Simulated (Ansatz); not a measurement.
One change: `C[O][Ti]1234([Cl])([N](C)C)[C@H]5[C@@H]1[C@@H]2[C@@H]3[C@H]54` becomes `C[O][Ti]1234([F])([N](C)C)[C@H]5[C@@H]1[C@@H]2[C@@H]3[C@H]54`.

Ansatz, PBE0-D4/def2-TZVP geometries, multiplicity 1. Each molecule was computed in one conformer, which needn't be the lowest.

Scalar relativity is left out up to krypton.

```
                                          property  `C[O][Ti]1234([Cl])([N](C)C)[C@H]5[C@@H]1[C@@H]2[C@@H]3[C@H]54`
           HOMO–LUMO gap (ωB97M-V/def2-TZVPP) / eV                                                             9.12
size of the dipole moment (ωB97M-V/def2-TZVPP) / D                                                             3.89
  size of the dipole moment (B3LYP/def2-TZVPP) / D                                                             3.83
                 LUMO energy (PBE/def2-TZVPP) / eV                                                            -2.26
                HOMO energy (PBE0/def2-TZVPP) / eV                                                            -6.19
             HOMO–LUMO gap (B3LYP/def2-TZVPP) / eV                                                             4.45
```

Give the same properties after the change, and the shifts. (Estimate.)

Computed: 
| property | `C[O][Ti]1234([F])([N](C)C)[C@H]5[C@@H]1[C@@H]2[C@@H]3[C@H]54` | shift |
| --- | --- | --- |
| HOMO–LUMO gap (ωB97M-V/def2-TZVPP) / eV | 9.20 | 0.08 |
| size of the dipole moment (ωB97M-V/def2-TZVPP) / D | 1.88 | -2.01 |
| size of the dipole moment (B3LYP/def2-TZVPP) / D | 1.96 | -1.87 |
| LUMO energy (PBE/def2-TZVPP) / eV | -2.45 | -0.19 |
| HOMO energy (PBE0/def2-TZVPP) / eV | -6.26 | -0.07 |
| HOMO–LUMO gap (B3LYP/def2-TZVPP) / eV | 4.41 | -0.04 |

Dipoles are sizes alone; their direction can turn.

B3LYP here is the variant with VWN-RPA as its local correlation; programs differ in this.

Positive LUMOs are unbound, so they and the gaps depend on the basis.
